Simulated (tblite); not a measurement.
Q: Give a GFN2-xTB geometry of `C12([C@H]([S])C2)C=CC=C1` [radical]. (Doublet state.)

A: 
```xyz
15
C7H7S angstrom
S     -1.2865   -0.4415    2.6262
C     -1.4800   -0.2290    0.9046
C     -1.1887   -1.3327   -0.0506
C     -0.2213   -0.1792   -0.0003
C     -0.1200    0.8492   -1.0379
C      1.1536    1.2879   -1.0772
C      1.9329    0.5777   -0.0869
C      1.1384   -0.2922    0.5579
H     -2.2567    0.4806    0.6478
H     -0.8439   -2.2700    0.3602
H     -1.8148   -1.4253   -0.9258
H     -0.9487    1.1738   -1.6392
H      1.5534    2.0371   -1.7355
H      2.9808    0.7398    0.0844
H      1.3972   -0.9682    1.3505
```

Orientation and origin are arbitrary. Atoms count from 1 in this order. C6 (carbon bonded to 2 C and H) is planar (angles 126.6°, 124.1° and 109.2°, sum 360.0°, 0.00 Å off the plane of its three neighbours). The 3-membered ring C2–C3–C4 has internal angles of 58.2° to 62.4°. The 5-membered ring C4–C5–C6–C7–C8 has internal angles of 105.0° to 109.2° (sum 540°, against 540° for a flat polygon); it is planar, 0.00 Å rms from its mean plane, widest ring torsion 0°. C5 (carbon bonded to 2 C and H) is planar (angles 127.9°, 123.7° and 108.3°, sum 360.0°, 0.00 Å off the plane of its three neighbours).

Bonds between heavy atoms (Å): S1–C2 1.745, C2–C3 1.488, C3–C4 1.506, C4–C5 1.464, C5=C6 1.348, C6–C7 1.447, C7=C8 1.343, C2–C4 1.551, C4–C8 1.474.

Computed geometry: GFN2-xTB, gas phase. This method treats the open shell by occupation alone, without spin polarisation.

Point group: C1 (no symmetry element, even within 0.4 Å). Its GFN2-xTB frequencies are all real (lowest 96 cm⁻¹).
